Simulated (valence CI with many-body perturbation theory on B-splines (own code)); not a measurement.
E1 line list for Ce⁺

Calculated by relativistic CI+MBPT: three valence electrons over a frozen Dirac-Fock core [Xe], a basis of 7 s, 7 p, 7 d, 7 f, 4 g, 2 h functions for each j, with the one-electron correlation potential Σ1 (screened to all orders), the two-electron term Σ2, the three-electron term Σ3, Breit, model QED; selected single and double excitations, second order for the rest, scaled by the run's own slope (own B-spline code, finite nucleus).

Against 89 measured levels this calculation errs by 839 cm⁻¹ on average and by 1676 at most. These come from a selection out of the NIST Handbook of Basic Atomic Spectroscopic Data. Levels without a partner in it may be off by more, other configurations by several thousand cm⁻¹. 1 measured level below the end of the list, from 5119 cm⁻¹ on, found no clear computed partner.

Lines 101 to 150 of 457 in falling wavelength, among levels below 20278 cm⁻¹, chosen from the strongest by gf and those to the six lowest levels. Wavelengths and rates use the calculated energies, so an error of 800 cm⁻¹ moves a line at 12490 Å by 10 % and its rate by three times that or more. Electric multipoles are in the length gauge, E1 and E2 with the static RPA response of the core. Weak lines are less certain than strong ones. Lines between different terms over intervals too small for the method are left out, as are lines whose strength nearly cancels and 74 of this kind that miss the measured wavelength by over 7 %. Where a level lies close to another of its J and parity, the split of strength between their lines is uncertain. The highest levels of a list are the least certain.

Names give the largest LS component (configuration and term), which can be under half, so a name can repeat, a term be missing and a line seem to break the LS rules; names also repeat where a configuration has a term twice. Letters in brackets count levels of one name in rising energy.

| λ vac (Å) | Upper | Lower | A (s⁻¹) | S (a.u.) |
| --- | --- | --- | --- | --- |
| 12490 | 4f5d² ²I°_11/2 [b] | 4f²5d ²H_9/2 [a] | 1.98e+04 | 2.29e-01 |
| 12480 | 4f²5d ⁴D_3/2 [a] | 4f5d6s ⁴D°_1/2 | 7.58e+04 | 2.90e-01 |
| 12440 | 4f5d² ²G°_7/2 [b] | 4f²6s ²F_5/2 | 8.32e+04 | 6.33e-01 |
| 12430 | 4f²5d ⁴G_9/2 [b] | 4f5d6s ⁴G°_11/2 | 2.48e+04 | 2.35e-01 |
| 12410 | 4f²5d ²H_9/2 [b] | 4f5d² ⁴F°_7/2 [a] | 1.38e+04 | 1.30e-01 |
| 12330 | 4f²5d ⁴F_5/2 [b] | 4f5d6s ⁴D°_7/2 | 3.68e+04 | 2.05e-01 |
| 12310 | 4f²5d ⁴G_5/2 [b] | 4f5d6s ²F°_5/2 [a] | 3.93e+04 | 2.17e-01 |
| 12300 | 4f²5d ⁴D_7/2 | 4f5d6s ⁴D°_7/2 | 9.98e+04 | 7.34e-01 |
| 12280 | 4f5d² ²H°_11/2 [d] | 4f²6s ⁴H_9/2 | 2.88e+04 | 3.15e-01 |
| 12280 | 4f²5d ²D_5/2 [b] | 4f5d6s ²F°_7/2 [b] | 2.04e+05 | 1.12e+00 |
| 12200 | 4f²5d ⁴D_1/2 | 4f5d6s ⁴D°_3/2 | 9.99e+04 | 1.79e-01 |
| 12200 | 4f²5d ⁴F_7/2 | 4f5d² ⁴F°_9/2 [a] | 5.39e+04 | 3.87e-01 |
| 12190 | 4f²5d ⁴D_5/2 | 4f5d6s ⁴D°_3/2 | 3.78e+04 | 2.02e-01 |
| 12160 | 4f²6s ⁴F_7/2 | 4f5d² ⁴H°_7/2 [b] | 2.16e+03 | 1.53e-02 |
| 12150 | 4f²5d ⁴D_3/2 [b] | 4f5d² ²D°_5/2 [a] | 5.06e+04 | 1.79e-01 |
| 12110 | 4f²5d ⁴D_7/2 | 4f5d² ²G°_7/2 [a] | 1.98e+04 | 1.39e-01 |
| 12110 | 4f²5d ²H_11/2 [a] | 4f5d² ²G°_9/2 [a] | 5.36e+04 | 5.63e-01 |
| 12100 | 4f²5d ²D_3/2 [a] | 4f5d6s ²D°_5/2 | 6.08e+04 | 2.12e-01 |
| 12080 | 4f²5d ⁴H_11/2 [b] | 4f5d² ⁴G°_11/2 [a] | 1.63e+04 | 1.71e-01 |
| 12080 | 4f²5d ⁴H_9/2 [b] | 4f5d² ⁴G°_9/2 [a] | 3.80e+04 | 3.30e-01 |
| 12050 | 4f²5d ⁴F_7/2 | 4f5d² ⁴G°_9/2 [a] | 6.77e+04 | 4.68e-01 |
| 12020 | 4f²5d ⁴H_11/2 [b] | 4f5d² ²H°_9/2 [a] | 6.33e+04 | 6.50e-01 |
| 12000 | 4f²5d ²F_7/2 [b] | 4f5d² ²G°_9/2 [c] | 2.25e+04 | 1.54e-01 |
| 12000 | 4f²5d ⁴D_7/2 | 4f5d6s ⁴D°_5/2 | 5.80e+04 | 3.96e-01 |
| 11970 | 4f²5d ⁴G_7/2 [a] | 4f5d² ⁴H°_7/2 [b] | 3.66e+03 | 2.48e-02 |
| 11960 | 4f5d² ²D°_5/2 [d] | 4f²6s ²F_7/2 | 6.50e+04 | 3.29e-01 |
| 11950 | 4f²5d ⁴I_9/2 | 4f5d² ²G°_9/2 [a] | 3.84e+04 | 3.24e-01 |
| 11920 | 4f²5d ²H_11/2 [b] | 4f5d² ²I°_13/2 [a] | 1.41e+04 | 1.42e-01 |
| 11920 | 4f²5d ²D_3/2 [a] | 4f5d6s ²F°_5/2 [a] | 3.63e+04 | 1.21e-01 |
| 11880 | 4f²5d ²K_13/2 | 4f5d6s ⁴G°_11/2 | 1.44e+04 | 1.66e-01 |
| 11860 | 4f²5d ⁴F_5/2 [a] | 4f5d² ⁴G°_7/2 [a] | 1.76e+05 | 8.68e-01 |
| 11860 | 4f²5d ⁴G_9/2 [b] | 4f5d² ⁴G°_11/2 [a] | 2.07e+04 | 1.70e-01 |
| 11810 | 4f²5d ²H_11/2 [b] | 4f5d² ⁴F°_9/2 [a] | 3.06e+04 | 2.98e-01 |
| 11810 | 4f²6s ⁴F_9/2 | 4f5d² ⁴H°_7/2 [b] | 5.47e+03 | 4.44e-02 |
| 11720 | 4f²5d ⁴D_3/2 [a] | 4f5d² ⁴P°_3/2 | 6.17e+04 | 1.96e-01 |
| 11720 | 4f²6s ²F_5/2 | 4f5d² ⁴H°_7/2 [b] | 4.65e+03 | 2.21e-02 |
| 11700 | 4f²5d ⁴F_3/2 [a] | 4f5d6s ⁴G°_5/2 | 1.56e+05 | 4.92e-01 |
| 11670 | 4f²5d ⁴G_11/2 [b] | 4f5d² ²H°_11/2 [b] | 1.84e+04 | 1.73e-01 |
| 11660 | 4f²5d ²H_11/2 [b] | 4f5d² ⁴G°_9/2 [a] | 4.68e+04 | 4.40e-01 |
| 11640 | 4f²5d ⁴H_7/2 [b] | 4f5d² ⁴G°_5/2 [b] | 1.41e+05 | 8.81e-01 |
| 11630 | 4f²5d ²I_13/2 | 4f5d² ⁴I°_13/2 | 2.35e+04 | 2.55e-01 |
| 11600 | 4f²5d ⁴H_11/2 [b] | 4f5d6s ⁴G°_9/2 | 1.86e+05 | 1.72e+00 |
| 11540 | 4f²5d ⁴H_9/2 [b] | 4f5d6s ⁴G°_7/2 | 1.89e+05 | 1.43e+00 |
| 11480 | 4f²5d ²I_11/2 | 4f5d6s ²G°_9/2 [a] | 1.75e+04 | 1.56e-01 |
| 11460 | 4f²5d ⁴P_5/2 | 4f5d² ⁴D°_7/2 [a] | 8.14e+04 | 3.63e-01 |
| 11400 | 4f²5d ²G_9/2 [b] | 4f5d6s ⁴G°_11/2 | 7.55e+04 | 5.53e-01 |
| 11390 | 4f²6s ²F_7/2 | 4f5d² ⁴H°_7/2 [b] | 2.66e+04 | 1.55e-01 |
| 11390 | 4f²5d ⁴G_9/2 [b] | 4f5d6s ⁴G°_9/2 | 3.97e+04 | 2.90e-01 |
| 11350 | 4f²5d ²K_13/2 | 4f5d² ⁴G°_11/2 [a] | 1.73e+04 | 1.75e-01 |
| 11340 | 4f²6s ²G_7/2 | 4f5d² ²F°_7/2 [a] | 2.38e+04 | 1.37e-01 |
